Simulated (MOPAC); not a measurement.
MOPAC input (AM1):

```
AM1 1SCF GEO-OK AUX(PRECISION=9) THREADS=1
C3H8S

C    -2.40572200 1    0.19589100 1   -0.10945000 1
C    -0.98179800 1    0.36282500 1    0.41768300 1
C     0.04623600 1   -0.30218200 1   -0.48837600 1
S     1.76781600 1   -0.20198800 1    0.11709100 1
H    -2.67828100 1   -0.85968200 1   -0.18057400 1
H    -3.12744400 1    0.68218400 1    0.54880000 1
H    -2.51422100 1    0.63418100 1   -1.10428300 1
H    -0.74342500 1    1.42639100 1    0.50893600 1
H    -0.89720000 1   -0.05886400 1    1.42168800 1
H    -0.00028300 1    0.10515500 1   -1.49922200 1
H    -0.14885100 1   -1.37378300 1   -0.56566800 1
H     1.87235700 1    1.13703300 1    0.07772300 1
```

Output:

```
 *******************************************************************************
 **                                                                           **
 **                              MOPAC v23.2.5                                **
 **                                                                           **
 *******************************************************************************
 ** MOPAC's Digital Object Identifier: https://doi.org/10.5281/zenodo.6511958 **
 **                                                                           **
 ** Please cite the open-source release paper for use of this MOPAC version:  **
 ** J. E. Moussa and J. J. P. Stewart (2026)                                  **
 ** MOPAC: An open-source semiempirical molecular orbital program             **
 ** J. Open Source Softw., 11(119), 8025, https://doi.org/10.21105/joss.08025 **
 *******************************************************************************

                              AM1 CALCULATION RESULTS

 *******************************************************************************
 *  AM1        - The AM1 Hamiltonian to be used
 *  GEO-OK     - OVERRIDE INTERATOMIC DISTANCE AND OTHER SAFETY CHECKS
 *  1SCF       - DO 1 SCF AND THEN STOP
 *  AUX        - OUTPUT AUXILIARY INFORMATION
 *******************************************************************************
AM1 1SCF GEO-OK AUX(PRECISION=9) THREADS=1
 C3H8S

   ATOM   CHEMICAL          X               Y               Z
  NUMBER   SYMBOL      (ANGSTROMS)     (ANGSTROMS)     (ANGSTROMS)

     1       C         -2.40572200  *   0.19589100  *  -0.10945000  *
     2       C         -0.98179800  *   0.36282500  *   0.41768300  *
     3       C          0.04623600  *  -0.30218200  *  -0.48837600  *
     4       S          1.76781600  *  -0.20198800  *   0.11709100  *
     5       H         -2.67828100  *  -0.85968200  *  -0.18057400  *
     6       H         -3.12744400  *   0.68218400  *   0.54880000  *
     7       H         -2.51422100  *   0.63418100  *  -1.10428300  *
     8       H         -0.74342500  *   1.42639100  *   0.50893600  *
     9       H         -0.89720000  *  -0.05886400  *   1.42168800  *
    10       H         -0.00028300  *   0.10515500  *  -1.49922200  *
    11       H         -0.14885100  *  -1.37378300  *  -0.56566800  *
    12       H          1.87235700  *   1.13703300  *   0.07772300  *

          CARTESIAN COORDINATES

    NO.       ATOM           X           Y           Z

     1         C         -2.4057      0.1959     -0.1095
     2         C         -0.9818      0.3628      0.4177
     3         C          0.0462     -0.3022     -0.4884
     4         S          1.7678     -0.2020      0.1171
     5         H         -2.6783     -0.8597     -0.1806
     6         H         -3.1274      0.6822      0.5488
     7         H         -2.5142      0.6342     -1.1043
     8         H         -0.7434      1.4264      0.5089
     9         H         -0.8972     -0.0589      1.4217
    10         H         -0.0003      0.1052     -1.4992
    11         H         -0.1489     -1.3738     -0.5657
    12         H          1.8724      1.1370      0.0777

  H: (AM1): M.J.S. DEWAR ET AL, J. AM. CHEM. SOC. 107 3902-3909 (1985)
  C: (AM1): M.J.S. DEWAR ET AL, J. AM. CHEM. SOC. 107 3902-3909 (1985)
  S: (AM1): M.J.S. DEWAR, Y-C YUAN, INORGANIC CHEMISTRY, 29, 3881:3890,  (1990)

           Empirical Formula: C3 H8 S  =    12 atoms

      MOLECULAR POINT GROUP   :   C1

      RHF CALCULATION, NO. OF DOUBLY OCCUPIED LEVELS = 13

 -------------------------------------------------------------------------------
 AM1 1SCF GEO-OK AUX(PRECISION=9) THREADS=1
 C3H8S

     1SCF WAS SPECIFIED, SO BFGS WAS NOT USED
     SCF FIELD WAS ACHIEVED

                              AM1 CALCULATION
                                                       MOPAC v23.2.5 Linux

          FINAL HEAT OF FORMATION =        -14.53725 KCAL/MOL =     -60.82384 KJ/MOL

          COSMO AREA              =        122.03 SQUARE ANGSTROMS
          COSMO VOLUME            =        108.95 CUBIC ANGSTROMS

          IONIZATION POTENTIAL    =          9.008793 EV
          HOMO LUMO ENERGIES (EV) =         -9.009  0.834
          NO. OF FILLED LEVELS    =         13
          MOLECULAR WEIGHT        =         76.1562         POINT GROUP:  C1

          MOLECULAR DIMENSIONS (Angstroms)

            Atom       Atom       Distance
            H    12    H     6     5.04250
            H    11    H     8     3.02622
            H     9    H     7     2.78514

          SCF CALCULATIONS        =          1

   ATOM   CHEMICAL          X               Y               Z
  NUMBER   SYMBOL      (ANGSTROMS)     (ANGSTROMS)     (ANGSTROMS)

     1       C         -2.40572200  *   0.19589100  *  -0.10945000  *
     2       C         -0.98179800  *   0.36282500  *   0.41768300  *
     3       C          0.04623600  *  -0.30218200  *  -0.48837600  *
     4       S          1.76781600  *  -0.20198800  *   0.11709100  *
     5       H         -2.67828100  *  -0.85968200  *  -0.18057400  *
     6       H         -3.12744400  *   0.68218400  *   0.54880000  *
     7       H         -2.51422100  *   0.63418100  *  -1.10428300  *
     8       H         -0.74342500  *   1.42639100  *   0.50893600  *
     9       H         -0.89720000  *  -0.05886400  *   1.42168800  *
    10       H         -0.00028300  *   0.10515500  *  -1.49922200  *
    11       H         -0.14885100  *  -1.37378300  *  -0.56566800  *
    12       H          1.87235700  *   1.13703300  *   0.07772300  *

                             CARTESIAN COORDINATES

   1    C       -2.405722000     0.195891000    -0.109450000
   2    C       -0.981798000     0.362825000     0.417683000
   3    C        0.046236000    -0.302182000    -0.488376000
   4    S        1.767816000    -0.201988000     0.117091000
   5    H       -2.678281000    -0.859682000    -0.180574000
   6    H       -3.127444000     0.682184000     0.548800000
   7    H       -2.514221000     0.634181000    -1.104283000
   8    H       -0.743425000     1.426391000     0.508936000
   9    H       -0.897200000    -0.058864000     1.421688000
  10    H       -0.000283000     0.105155000    -1.499222000
  11    H       -0.148851000    -1.373783000    -0.565668000
  12    H        1.872357000     1.137033000     0.077723000

           Empirical Formula: C3 H8 S  =    12 atoms

      MOLECULAR POINT GROUP   :   C1

                  EIGENVALUES
 -35.68883 -28.53306 -22.88271 -18.53646 -16.45315 -15.27056 -14.40338 -13.86054
 -12.96777 -12.45288 -11.90556 -11.38686  -9.00879   0.83418   1.60348   3.61583
   3.66376   4.14459   4.21115   4.45661   4.51725   4.83554   4.88761   5.11191

              NET ATOMIC CHARGES AND DIPOLE CONTRIBUTIONS

  ATOM NO.   TYPE          CHARGE      No. of ELECS.   s-Pop       p-Pop
    1          C          -0.207592        4.2076     1.21613     2.99146
    2          C          -0.156089        4.1561     1.21407     2.94202
    3          C          -0.226971        4.2270     1.23139     2.99558
    4          S          -0.060713        6.0607     1.88427     4.17644
    5          H           0.074547        0.9255     0.92545
    6          H           0.077816        0.9222     0.92218
    7          H           0.072189        0.9278     0.92781
    8          H           0.077770        0.9222     0.92223
    9          H           0.094932        0.9051     0.90507
   10          H           0.098827        0.9012     0.90117
   11          H           0.115215        0.8848     0.88479
   12          H           0.040069        0.9599     0.95993
 DIPOLE           X         Y         Z       TOTAL
 POINT-CHG.    -0.840     0.103    -0.120     0.854
 HYBRID        -0.807     0.983    -0.385     1.328
 SUM           -1.647     1.085    -0.504     2.035

          ATOMIC ORBITAL ELECTRON POPULATIONS

     Atom    s        px        py        pz
    1  C   1.21613   0.95261   1.02407   1.01479
    2  C   1.21407   0.93802   1.00897   0.99503
    3  C   1.23139   0.92649   1.05640   1.01270
    4  S   1.88427   1.17048   1.10806   1.89790
    5  H   0.92545
    6  H   0.92218
    7  H   0.92781
    8  H   0.92223
    9  H   0.90507
   10  H   0.90117
   11  H   0.88479
   12  H   0.95993

 **********************
 *                    *
 * JOB ENDED NORMALLY *
 *                    *
 **********************

 == MOPAC DONE ==
```

The geometry given is a B3LYP-D3(BJ)/def2-TZVP minimum.
